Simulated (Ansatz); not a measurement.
One change: `O[SiH](F)CF` becomes `O[SiH](O)CF`.

Ansatz, PBE0-D4/def2-TZVP geometries, multiplicity 1. Each molecule was computed in one conformer, which needn't be the lowest.

| property | `O[SiH](F)CF` |
| --- | --- |
| LUMO energy (PBE/def2-TZVPP) / eV | -0.85 |
| LUMO energy (PBE0/def2-TZVPP) / eV | 0.12 |
| HOMO energy (ωB97M-V/def2-TZVPP) / eV | -11.12 |
| size of the dipole moment (B3LYP/def2-TZVPP) / D | 1.63 |
| HOMO–LUMO gap (PBE/def2-TZVPP) / eV | 6.39 |
| LUMO energy (ωB97M-V/def2-TZVPP) / eV | 1.86 |

Problem. What does the change do to each property? (Estimate.)

Solution. Computed: 
```
                                        property  `O[SiH](O)CF`  shift
               LUMO energy (PBE/def2-TZVPP) / eV          -0.59   0.26
              LUMO energy (PBE0/def2-TZVPP) / eV           0.37   0.25
           HOMO energy (ωB97M-V/def2-TZVPP) / eV         -10.55   0.57
size of the dipole moment (B3LYP/def2-TZVPP) / D           1.61  -0.02
             HOMO–LUMO gap (PBE/def2-TZVPP) / eV           6.11  -0.28
           LUMO energy (ωB97M-V/def2-TZVPP) / eV           2.07   0.21
```

With PBE0 the HOMO rises by 0.57 eV and the LUMO rises by 0.25 eV, so the gap narrows by about 0.32 eV. PBE moves the HOMO by 0.53 eV and ωB97M-V by 0.57 eV. Dipoles are sizes alone; their direction can turn.

Positive LUMOs are unbound, so they and the gaps depend on the basis.

B3LYP here is the variant with VWN-RPA as its local correlation; programs differ in this.
